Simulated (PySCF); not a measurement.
H$_{4}$B (SMILES [BH4-]), charge -1, singlet, geometry from GFN2-xTB; B3LYP-D3BJ/6-31G* in PySCF.

PySCF was given this input:
```python
from pyscf import gto, scf, dft

mol = gto.M(
    atom='''
B     0.00000000    0.00000000    0.00000000
H    -0.78935573   -0.82329958   -0.45703408
H     0.16226976   -0.21027872    1.19968171
H    -0.45033333    1.13195784   -0.16017538
H     1.07741931   -0.09837954   -0.58247225
''',
    basis='6-31g*',
    charge=-1,
    verbose=4,
)

mf = dft.RKS(mol)
mf.xc = 'b3lyp'
mf.disp = 'd3bj'
mf.kernel()
```

What the program printed (banner, timings and long lists left out):

```
PySCF version 2.14.0

[INPUT] verbose = 4
[INPUT] num. atoms = 5
[INPUT] num. electrons = 10
[INPUT] charge = -1
[INPUT] spin (= nelec alpha-beta = 2S) = 0
[INPUT] symmetry False subgroup None
[INPUT] Mole.unit = angstrom
[INPUT] Symbol           X                Y                Z      unit          X                Y                Z       unit  Magmom
[INPUT]  1 B      0.000000000000   0.000000000000   0.000000000000 AA    0.000000000000   0.000000000000   0.000000000000 Bohr   0.0
[INPUT]  2 H     -0.789355730000  -0.823299580000  -0.457034080000 AA   -1.491666144556  -1.555810724669  -0.863669240793 Bohr   0.0
[INPUT]  3 H      0.162269760000  -0.210278720000   1.199681710000 AA    0.306645404699  -0.397369190624   2.267069868550 Bohr   0.0
[INPUT]  4 H     -0.450333330000   1.131957840000  -0.160175380000 AA   -0.851006658463   2.139090302154  -0.302687600098 Bohr   0.0
[INPUT]  5 H      1.077419310000  -0.098379540000  -0.582472250000 AA    2.036027417218  -0.185910386861  -1.100713027659 Bohr   0.0

nuclear repulsion = 10.1957588059348
number of shells = 14
number of NR pGTOs = 43
number of NR cGTOs = 22
basis = 6-31g*
ecp = {}

******** <class 'pyscf.dft.rks.RKS'> ********
method = RKS
initial guess = minao
damping factor = 0
level_shift factor = 0
DIIS = <class 'pyscf.scf.diis.CDIIS'>
diis_start_cycle = 1
diis_space = 8
diis_damp = 0
SCF conv_tol = 1e-09
SCF conv_tol_grad = None
SCF max_cycles = 50
direct_scf = True
direct_scf_tol = 1e-13
XC library pyscf.dft.libxc version 7.1.2
    S. Lehtola, C. Steigemann, M. J. T. Oliveira, and M. A. L. Marques,  SoftwareX 7, 1–5 (2018)
XC functionals = b3lyp
    P. J. Stephens, F. J. Devlin, C. F. Chabalowski, and M. J. Frisch,  J. Phys. Chem. 98, 11623 (1994)
radial grids:
    Treutler-Ahlrichs [JCP 102, 346 (1995); DOI:10.1063/1.469408] (M4) radial grids

becke partition: Becke, JCP 88, 2547 (1988); DOI:10.1063/1.454033
pruning grids: <function nwchem_prune>
grids dens level: 3
symmetrized grids: False
atomic radii adjust function: <function treutler_atomic_radii_adjust>
small_rho_cutoff = 0
Set gradient conv threshold to 3.16228e-05
Initial guess from minao.
tot grids = 53280
Calc dispersion correction with DFTD3.
Parameters: xc=b3lyp, version=d3bj, atm=False
init E= -26.9307997614259
  HOMO = -0.369288909648051  LUMO = 0.10611126157217  gap/eV = 12.93630
cycle= 1 E= -27.1773887194739  delta_E= -0.247  |g|= 0.431  |ddm|= 1.52
  HOMO = 0.0489008551763509  LUMO = 0.468008798995982  gap/eV = 11.40451
cycle= 2 E= -27.194302560028  delta_E= -0.0169  |g|= 0.38  |ddm|= 1.04
  HOMO = -0.0297998180615406  LUMO = 0.420296502208849  gap/eV = 12.24774
cycle= 3 E= -27.2484445666318  delta_E= -0.0541  |g|= 0.0032  |ddm|= 0.482
  HOMO = -0.032163531814845  LUMO = 0.419232716070959  gap/eV = 12.28312
cycle= 4 E= -27.2484496032755  delta_E= -5.04e-06  |g|= 0.0005  |ddm|= 0.0087
  HOMO = -0.0320910923002991  LUMO = 0.419301815418628  gap/eV = 12.28303
cycle= 5 E= -27.2484496743063  delta_E= -7.1e-08  |g|= 4.5e-05  |ddm|= 0.000919
  HOMO = -0.032108366751527  LUMO = 0.419289288106751  gap/eV = 12.28316
cycle= 6 E= -27.2484496750476  delta_E= -7.41e-10  |g|= 7.09e-07  |ddm|= 5.64e-05
  HOMO = -0.0321082736350391  LUMO = 0.419289388288655  gap/eV = 12.28316
Extra cycle  E= -27.2484496750478  delta_E= -1.78e-13  |g|= 1.96e-07  |ddm|= 1.89e-06
converged SCF energy = -27.2484496750478
```
